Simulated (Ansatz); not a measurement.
`OC(O)(F)N[SiH3]` + H₂ → `OC(O)N[SiH3]` + H–F  (hydrogenolysis of a C–F bond)

Computed with Ansatz on PBE0-D4/def2-TZVP structures; ΔE is electronic, products minus reactants. CCSD(T)/CBS adds triple-zeta CCSD(T) − MP2 to the extrapolated MP2 energy (def2 sets, frozen cores). This one scheme is used for every species. DFT in def2-TZVPP. Each species was taken in one conformer, which may not be the lowest.

| level | ΔE (kcal/mol) |
| --- | --- |
| ωB97M-V | -4.0 |
| B2PLYP | -6.6 |
| r2SCAN | -3.0 |
| SCS-MP2/def2-QZVPP | -8.3 |

**Question.** What does CCSD(T)/CBS give? (Best estimate.)

**Answer.** Computed: -8.0 kcal/mol. The listed levels differ from it by 4.0, 1.4, 5.0, -0.3 kcal/mol.

Largest T1 diagnostic among the species: 0.011.

In def2-TZVPP, CCSD(T) changes the Hartree–Fock value by −0.8 kcal/mol (the triples alone add +0.6 kcal/mol) and MP2 by −1.7 kcal/mol. The D4 term adds +0.9 kcal/mol with B3LYP and +0.5 kcal/mol with PBE0; it sums over pairs of atoms, weighted by their polarisabilities, and B3LYP, whose exchange is more repulsive, gets the larger term.

B3LYP here is the variant with VWN-RPA as its local correlation; programs differ in this.
